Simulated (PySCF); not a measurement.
# One molecule, several mistakes: Al2H3O

These are calculations, not measurements. The program is PySCF 2.14.0, an open-source quantum chemistry code, run on an isolated molecule that a program drew, which may never have been made. The molecule is Al2H3O (charge 0, doublet), drawn as the SMILES string `[AlH][O][AlH2]`.

Each row is a Hartree-Fock (HF) and frozen-core CCSD(T) single point in the cc-pV(D+d)Z basis, meant for a local HF minimum. Run 1 is clean. Each other run has one planted mistake out of seven kinds, and not every kind appears here: one electron removed, one electron added, multiplicity raised by two, geometry at a saddle point, minimal basis STO-3G, one bond length entered in bohr, all coordinates scaled. The reference is restricted for singlets and unrestricted otherwise, and also for a bond in bohr. Adding or removing an electron swaps singlet and doublet. Electrons count all cores. HOMO and LUMO are orbital energies over both spins, the gradient is its largest component, and the lowest frequency (negative if imaginary) is given only where the gradient is small. Bond lengths are over the 5 bonds as drawn. T1 is the CCSD diagnostic: over 0.02 (restricted) or 0.045 (unrestricted) a single reference is doubtful.

Geometry of the clean run:
```xyz
6
Al2H3O, angstrom
Al   -1.2666    0.8172    3.1090
O     0.3359    1.1074    2.6737
Al    1.9343    1.4026    2.2412
H    -1.7364   -0.7032    3.2524
H     2.3019    1.5412    0.7142
H     3.0221    1.5385    3.3746
```

```
run  electrons  basis functions  <S^2>  HOMO (eV)  LUMO (eV)  gradient (hartree/bohr)  lowest frequency (cm^-1)  mean bond (Å)  longest bond (Å)      T1  HF (hartree)  CCSD(T) (hartree)               mistake
  1         37               75  0.756      -8.14       1.30                  1.7e-05                       104         1.6238             1.686  0.0181    -560.52289         -560.85386              no fault
  2         37               26  0.760      -3.93       7.90                  4.2e-02                         -         1.6238             1.686  0.0267    -553.60222         -553.72962  minimal basis STO-3G
  3         37               75  0.756      -8.11       1.24                  2.9e-05                      -109         1.6242             1.687  0.0175    -560.52190         -560.85249                     ?
  4         37               75  0.761      -8.39       1.02                  4.2e-02                         -         1.7326             1.799  0.0214    -560.50271         -560.84093                     ?
```

**Which mistake was planted in run 3, and what did it cost?**

The gradient is small, so the point is stationary, but the lowest frequency is imaginary (-109 cm^-1). So the mistake is: geometry at a saddle point. Subtracting run 1 and multiplying by 627.51 kcal/mol a hartree, the energy moved by 0.6 kcal/mol in HF and 0.9 kcal/mol in CCSD(T).

**Which mistake was planted in run 4, and what did it cost?**

The mean and the longest bond both change by the same factor, 1.067, and the gradient is no longer small. So the mistake is: all coordinates scaled. Subtracting run 1 and multiplying by 627.51 kcal/mol a hartree, the energy moved by 12.7 kcal/mol in HF and 8.1 kcal/mol in CCSD(T).

